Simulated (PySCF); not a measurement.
Si(H)(Me)2(SH) (C2H8SSi), SMILES C[SiH](C)S.

Geometry: PBE-D3(BJ)/def2-SVP. The values are those of a single conformer.

Calculation: PBE-D3(BJ)/def2-SVP in PySCF 2.14.0.

Frequencies are harmonic and unscaled.

```csv
mode,ν (cm⁻¹),IR (km/mol),moving atoms (share of kinetic energy)
1,144,5.4,"H 64 %, C 22 %"
2,155,0.3,H 99 %
3,164,0.2,H 92 %
4,189,1.1,"H 41 %, C 38 %, S 13 %"
5,208,19.9,"H 54 %, S 22 %, C 15 %, Si 9 %"
6,220,3.1,"Si 36 %, H 35 %, C 25 %"
7,464,22.3,"S 49 %, Si 34 %, C 10 %"
8,594,10.3,H 96 %
9,599,4.5,H 94 %
10,647,19.8,"C 51 %, H 25 %, Si 23 %"
11,675,2.8,"H 55 %, C 34 %, Si 11 %"
12,748,39.1,"H 46 %, C 28 %, Si 25 %"
13,786,3.9,"H 82 %, C 9 %"
14,833,45.4,"H 66 %, C 23 %, Si 11 %"
15,863,177.4,"H 77 %, Si 11 %, C 11 %"
16,866,97.6,"H 80 %, C 11 %, Si 9 %"
17,1210,27.7,"H 78 %, C 22 %"
18,1216,11.5,"H 79 %, C 20 %"
19,1374,1.3,H 96 %
20,1376,1.0,H 96 %
21,1382,5.5,H 96 %
22,1389,6.5,H 96 %
23,2163,111.0,H 97 %
24,2608,2.4,H 97 %
25,2971,2.1,H 97 %
26,2972,4.4,H 97 %
27,3067,0.0,"H 91 %, C 9 %"
28,3068,9.1,"H 91 %, C 9 %"
29,3085,3.3,"H 91 %, C 9 %"
30,3085,1.0,"H 91 %, C 9 %"
```
